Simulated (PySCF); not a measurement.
C4H7BGeO2: core ionisation energies

Compound: C4H7BGeO2.
Geometry (PBE0-D3(BJ)/def2-SVP, Å), atoms numbered from 1 in this order:
```
atom  x, y, z in Å
O1    -2.0709    1.1048   -1.1260
B2    -2.0406   -0.0106   -0.3634
O3    -3.2057   -0.6799   -0.1379
Ge4   -0.2159   -0.6521    0.4077
C5     1.2260   -0.8142   -0.8919
C6     2.1915    0.0579   -0.5384
C7     1.9809    0.8599    0.6828
C8     0.8350    0.6762    1.3692
H9    -2.9682    1.2980   -1.4305
H10   -3.0989   -1.4591    0.4154
H11   -0.4037   -1.9500    1.2352
H12    1.2916   -1.4417   -1.7830
H13    3.1132    0.1922   -1.1167
H14    2.7525    1.5735    0.9947
H15    0.5948    1.2284    2.2798
```

Level of theory: delta-SCF UKS SCAN, pcX-2 on the ionised atom, pcseg-1 elsewhere, spin-free X2C (PySCF). Binding energies are ΔSCF values: E(core-ionised, relaxed orbitals) − E(ground state) at a fixed geometry, referred to the vacuum level.

Question: What binding energy does each computed site have?

Answer: 
| atom(s) | bonded to | level | binding energy (eV) | above the level's lowest (eV) | count |
| --- | --- | --- | --- | --- | --- |
| B2 | 2 O and Ge | B 1s | 197.15 | 0.00 | 1 |
| C5/C8 | C (double bond), H and Ge | C 1s | 289.34 | 0.00 | 2 |
| C6/C7 | C (double bond), C and H | C 1s | 290.13 | +0.79 | 2 |
| O1/O3 | H and B | O 1s | 539.10 | 0.00 | 2 |

The listed C 1s values span 0.79 eV, from C5/C8 (bonded to C (double bond), H and Ge) to C6/C7 (bonded to C (double bond), C and H).

Question: Which effective nuclear charge Zeff reproduces each element's mean 1s value in the hydrogen-like formula E = 13.606 eV × Zeff²?

Answer: B (Z = 5): mean 197.2 eV, Zeff = 3.81, Z − Zeff = 1.19; C (Z = 6): mean 289.7 eV, Zeff = 4.61, Z − Zeff = 1.39; O (Z = 8): mean 539.1 eV, Zeff = 6.29, Z − Zeff = 1.71. Means run over the listed sites, weighted by atom count.

Question: Which photon energy gives electrons from O 1s of O1/O3 a kinetic energy of 150 eV, and what is their de Broglie wavelength?

Answer: hν = 539.10 + 150 = 689.10 eV, recoil neglected; λ = 12.264 Å/√(E/eV) = 1.00 Å.

One atom of each set of topologically equivalent atoms was ionised and stands for the set; in this conformer not all members are related by symmetry, and their own values weren't computed. Spin contamination (⟨S²⟩ against 0.75 for a pure doublet) is marked for C 1s of C6/C7 (0.89), which makes this value less certain. No level of germanium is listed. Geometry: PBE0-D3(BJ)/def2-SVP, one conformer, isolated molecule.
